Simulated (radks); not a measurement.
Task: Species: Ir30+. Configuration: [Kr] 4d10 4f1 (the NIST ground configuration). All-electron calculation, scalar-relativistic Kohn-Sham, PBEsol, spin-polarised, spherical densities, finite nucleus; open shells are filled with parallel spins first (spin-orbit coupling, left out, can overturn this in heavy ions); Fermi nuclear charge, rms radius 5.4032 fm. Program: a radial shooting solver on a logarithmic mesh with Libxc functionals. Some entries of the table are withheld. Estimate them.

orbital  occ.  eigenvalue (eV)  r(max) (bohr)
1s down     1        -77147.80        0.01083
1s up       1        -77147.80        0.01083
2s up       1        -14390.68        0.06234
2s down     1        -14390.62        0.06234
2p up       3        -12647.72        0.05140
2p down     3        -12647.68        0.05140
3s up       1        -4197.942         0.1756
3s down     1        -4196.631         0.1756
3p up       3        -3687.461         0.1744
3p down     3        -3686.139         0.1743
3d up       5        -3127.100         0.1420
3d down     5        -3126.089         0.1420
4s up       1        -1656.039         0.3860
4s down     1        -1654.145         0.3860
4p up       3              (1)         0.4012
4p down     3              (2)         0.4013
4d up       5        -1261.537            (3)
4d down     5        -1259.743            (4)
4f up       1        -1036.020            (5)
4f down     0        -1033.968            (6)

Result: 
(1) 4p up eigenvalue (eV): -1476.183
(2) 4p down eigenvalue (eV): -1474.382
(3) 4d up r(max) (bohr): 0.4003
(4) 4d down r(max) (bohr): 0.4004
(5) 4f up r(max) (bohr): 0.3429
(6) 4f down r(max) (bohr): 0.3431
